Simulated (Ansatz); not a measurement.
Cost and result up the ladder for the cluster Ca₂F₄ (6 atoms). Charge 0, multiplicity 1. Geometry: PBE-D4/def2-SVP.

```xyz
6

Ca   -0.887    1.178   -0.799
Ca    0.884   -1.179    0.800
F     0.107    0.824    1.096
F    -0.110   -0.825   -1.095
F     1.897   -2.584    1.757
F    -1.891    2.586   -1.759
```

Ansatz on 4 threads of Arm Neoverse V2 on a shared host. Times are rough, and most runs start from the orbitals of an earlier one. ωB97M-V/def2-TZVP serves as the yardstick here, not as an exact answer. Differences are given only for rows in sets of like size (and for xTB, whose basis is part of the method), since another set adds its own error. Binding counts from free atoms at the same level (Ca singlet, F doublet; other spins of the atoms weren't run), without zero-point energy or a counterpoise term.

Correlated methods freeze 14 core orbitals; core or outer-core shells of Ca are correlated, in sets that lack core-valence functions. The rows differ in basis, and correlated rows in double-zeta sets carry the largest basis error. The structure comes from a short search, and lower isomers may exist.

Correlated methods converge slowly with the basis, most of all in double-zeta sets.

| level | functions | wall time |
| --- | --- | --- |
| LDA (SPW92)/def2-TZVP | 196 | 0.95 s |
| PBE-D4/def2-SVP | 104 | 0.95 s |
| PBE0-D4/def2-SVP | 104 | 1.2 s |
| HF/def2-TZVP | 196 | 1.5 s |
| BLYP-D4/def2-TZVP | 196 | 1.6 s |
| MP2/def2-TZVP | 196 | 1.9 s |
| PBE0-D4/def2-TZVP | 196 | 2.3 s |
| r2SCAN-D4/def2-TZVP | 196 | 3 s |
| PBE0-D4/def2-TZVPD | 232 | 3.1 s |
| PBE-QIDH/def2-TZVP | 196 | 3.8 s |
| B97M-V/def2-TZVP | 196 | 6 s |
| CCSD(T)/def2-SVP | 104 | 6.5 s |
| ωB97X-V/def2-TZVP (with forces) | 196 | 8 s |
| ωB97M-V/def2-TZVP | 196 | 8 s |

Problem. Estimate what each level gives for the binding energy per atom (eV).

Solution. 
```
                          level  binding energy per atom (eV)  difference from ωB97M-V/def2-TZVP (eV)
          LDA (SPW92)/def2-TZVP                          4.94                                    0.67
                PBE-D4/def2-SVP                          4.60                                       –
               PBE0-D4/def2-SVP                          4.37                                       –
                   HF/def2-TZVP                          3.17                                   -1.11
              BLYP-D4/def2-TZVP                          4.38                                    0.11
                  MP2/def2-TZVP                          4.31                                    0.03
              PBE0-D4/def2-TZVP                          4.25                                   -0.03
            r2SCAN-D4/def2-TZVP                          4.44                                    0.17
             PBE0-D4/def2-TZVPD                          4.27                                    0.00
             PBE-QIDH/def2-TZVP                          4.18                                   -0.09
               B97M-V/def2-TZVP                          4.31                                    0.03
               CCSD(T)/def2-SVP                          4.07                                       –
ωB97X-V/def2-TZVP (with forces)                          4.36                                    0.08
              ωB97M-V/def2-TZVP                          4.27                                    0.00
```
